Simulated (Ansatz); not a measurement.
H2ClO, charge +1, singlet, geometry from GFN2-xTB. Base run: CAM-B3LYP/6-311G** (Ansatz, a program for electronic structure).

Input for Ansatz:
Ansatz 0.2 input:
```yaml
crystal:
  periodic: [false, false, false]
  atoms:
    - {symbol: O, position_ang: [-0.04953206, 1.10991468, -0.06643190]}
    - {symbol: H, position_ang: [-0.99333882, 1.37577953, 0.07064769]}
    - {symbol: Cl, position_ang: [0.05025526, -0.69019538, -0.01068915]}
    - {symbol: H, position_ang: [0.53525584, 1.47822452, 0.64252305]}
basis:
  gaussian:
    orbitals: 6-311G__.json
hamiltonian:
  xc: cam_b3lyp
total_charge: 1
```
The basis file holds 6-311G** in the JSON format of the Basis Set Exchange.

Variants of this job, named by their change:

```
change                                                           ΔE vs base (mEh)
---------------------------------------------------------------  ----------------
base                                                                        0.000
point_charge = charge:1.0 position_ang:-1.466, 3.3252, 3.678                119.2
accuracy = high                                                            -0.006
fitting.mean_field = cc-pVTZ-JKFIT                                         -0.026
final_grid = 4, 8, 17                                                       0.059
point_charge = charge:-1.0 position_ang:0.2417, -1.0611, -3.944            -110.2
final_grid = 14, 28, 59                                                     0.000
point_charge = charge:0.5 position_ang:-3.4998, -0.5604, 2.8295            57.711
fitting.mean_field = def2-universal-JKFIT                                  -0.050
lower_state_search = full                                                   0.000
lower_state_search = light                                                  0.000
```
